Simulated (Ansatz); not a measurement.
`COB(O)O[SiH3]` + H–F → `OB(F)O[SiH3]` + CH₃OH  (ligand exchange at a B–O bond)

Isolated molecules relaxed with PBE0-D4/def2-TZVP in Ansatz; ΔE leaves out vibrations. CBS: MP2 limit from def2 TZ/QZ plus the TZ coupled-cluster correction, frozen cores. This one scheme is used for every species. DFT in def2-TZVPP. B3LYP here is the variant with VWN-RPA as its local correlation; programs differ in this. One conformer a species, not always the lowest.

CCSD(T)/CBS gives -0.22 eV.

Question: Another level gave -0.31 eV. Which?
A. B3LYP/def2-TZVPP
B. HF/def2-TZVPP
C. PBE-D4/def2-TZVPP
D. PBE0/def2-TZVPP

Answer: D. PBE0 -0.31, PBE-D4 -0.26, B3LYP -0.37, HF/def2-TZVPP -0.43 eV.

Largest T1 diagnostic among the species: 0.012.

In def2-TZVPP, CCSD(T) changes the Hartree–Fock value by +0.18 eV (the triples alone add +0.03 eV) and MP2 by +0.21 eV. The D4 term adds +0.08 eV with B3LYP and +0.05 eV with PBE0; it sums over pairs of atoms, weighted by their polarisabilities, and B3LYP, whose exchange is more repulsive, gets the larger term.
